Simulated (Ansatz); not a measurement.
`BC(B)=C` + `CCN[SiH3]` → `BN([SiH3])CC` + `BC=C`  (ligand exchange at a B–C bond)

Gas-phase electronic energies from Ansatz, PBE0-D4/def2-TZVP geometries. CCSD(T)/CBS is the MP2 limit (def2-TZVPP, def2-QZVPP) plus CCSD(T) − MP2 in def2-TZVPP, frozen cores. DFT in def2-TZVPP. HSE06 is defined as in plane-wave codes. Each species was taken in one conformer, which may not be the lowest.

Q: Is it downhill or uphill in electronic energy at CCSD(T)/CBS, and by how much? (An estimate is asked.)

A: Computed: Downhill: ΔE = -1.38 eV.

Q: What do these levels give: PBE0-D4, r2SCAN0-D4, HSE06-D4, PBE, r2SCANh, r2SCAN0, LC-ωPBE, RPA@PBE/def2-TZVPP, HF/def2-SVP, CCSD/def2-SVP, HF/CBS(def2), CCSD/CBS(def2)? (An estimate is asked.)

A: Computed: PBE0-D4 -1.36, r2SCAN0-D4 -1.36, HSE06-D4 -1.36, PBE -1.37, r2SCANh -1.37, r2SCAN0 -1.35, LC-ωPBE -1.33, RPA@PBE/def2-TZVPP -1.38, HF/def2-SVP -1.24, CCSD/def2-SVP -1.48, HF/CBS(def2) -1.19, CCSD/CBS(def2) -1.35 eV.

Largest T1 diagnostic among the species: 0.012.

The D4 term adds −0.05 eV with B3LYP and −0.03 eV with PBE0; it sums over pairs of atoms, weighted by their polarisabilities, and B3LYP, whose exchange is more repulsive, gets the larger term. In def2-TZVPP, CCSD(T) changes the Hartree–Fock value by −0.21 eV (the triples alone add −0.03 eV) and MP2 by −0.21 eV.

B3LYP here is the variant with VWN-RPA as its local correlation; programs differ in this.
